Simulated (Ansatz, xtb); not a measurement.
**C3H11GeNSi: which of two isomers lies lower**

We compare a, `C=C[N]([GeH3])[SiH2]C`, a singlet, with b, `C=C[SiH2][NH][GeH2][CH3]`, a singlet. Both are isolated molecules in the gas phase, relaxed with B3LYP-D3(BJ)/def2-SVP; the shapes shown needn't be the lowest conformers.

a (Å):

```xyz
17

C     1.1884    3.0968   -2.2479
C     0.3815    2.4995   -1.3537
C     0.1555   -0.3102    1.2339
Ge    0.2940    0.1096   -2.8533
N    -0.1158    1.1927   -1.3832
Si   -0.9845    0.5519    0.0134
H     1.5794    2.5892   -3.1336
H     1.4778    4.1386   -2.1052
H     0.0422    3.0854   -0.4892
H     1.8208   -0.0792   -2.9599
H    -0.3997   -1.2349   -2.5760
H    -0.2443    0.7731   -4.1347
H    -2.0068   -0.4123   -0.4834
H    -1.6558    1.7081    0.6763
H    -0.4073   -0.6845    2.1052
H     0.9313    0.3833    1.5961
H     0.6601   -1.1677    0.7600
```

b (Å):

```xyz
17

C     0.9743    1.6322    1.0779
C     1.9717    0.7377    1.0438
C     0.1603   -0.5593   -2.2129
Ge   -1.0296   -1.2195   -0.8068
N     0.0082   -1.5041    0.7022
Si    1.6824   -1.1153    0.9486
H    -0.0745    1.3133    1.0601
H     1.1520    2.7126    1.1282
H     3.0055    1.1118    1.0658
H     2.1180   -1.7665    2.2214
H     2.5376   -1.6450   -0.1582
H    -0.4817   -1.9011    1.4991
H    -2.1404   -0.1841   -0.4943
H    -1.7102   -2.5488   -1.2158
H     0.6595    0.3625   -1.8804
H     0.9265   -1.3119   -2.4493
H    -0.4163   -0.3420   -3.1242
```

Problem. Estimate which is lower in electronic energy at CCSD(T)/def2-SVP + ΔMP2/def2-TZVPP, and by roughly how much.

Solution. The CCSD(T)/def2-SVP + ΔMP2/def2-TZVPP calculation puts structure b lower, by 8.2 kcal/mol.

How the difference moves with the method:

| level | geometry | E(b) − E(a) (kcal/mol) | departure from the last row (kcal/mol) | job, with rough time for the two |
| --- | --- | --- | --- | --- |
| B3LYP-D3(BJ)/def2-SVP | B3LYP-D3(BJ)/def2-SVP | −3.8 | +4.5 | optimisation, 3.5 min |
| HF/def2-SVP | B3LYP-D3(BJ)/def2-SVP | −7.1 | +1.1 | part of the CCSD(T) run |
| MP2/def2-SVP | B3LYP-D3(BJ)/def2-SVP | −4.5 | +3.7 | part of the CCSD(T) run |
| CCSD(T)/def2-SVP | B3LYP-D3(BJ)/def2-SVP | −4.5 | +3.7 | single point |
| CCSD(T)/def2-SVP + ΔMP2/def2-TZVPP | B3LYP-D3(BJ)/def2-SVP | −8.2 |  | single point, 2.3 min |

As drawn, b has 1 C–Ge, 1 N–H in place of 1 C–N, 1 Ge–H.

The levels shown agree on the order. The largest departure from CCSD(T)/def2-SVP + ΔMP2/def2-TZVPP is that of B3LYP-D3(BJ)/def2-SVP, 4.5 kcal/mol. Levels run at GFN2-xTB geometries aren't shown. The last row adds to CCSD(T) the change of the MP2 difference between the two basis sets, here −3.7 kcal/mol, a large step that makes the value less sure.

With thermal terms from frequencies at re-optimised GFN2-xTB minima (ideal gas, soft modes damped towards free rotors, one conformer each, 298.15 K, 1 atm): on the last row, ΔE + ΔZPE = −7.9, ΔH = −7.5, ΔG = −8.6 kcal/mol.

The correlated steps freeze 18 core orbitals; the filled d shell of Ge is correlated, in a basis made for valence electrons. Programs: Ansatz 0.2.0, xtb 6.7.1; the last row on 4 threads of Arm Neoverse V1 on a shared host.
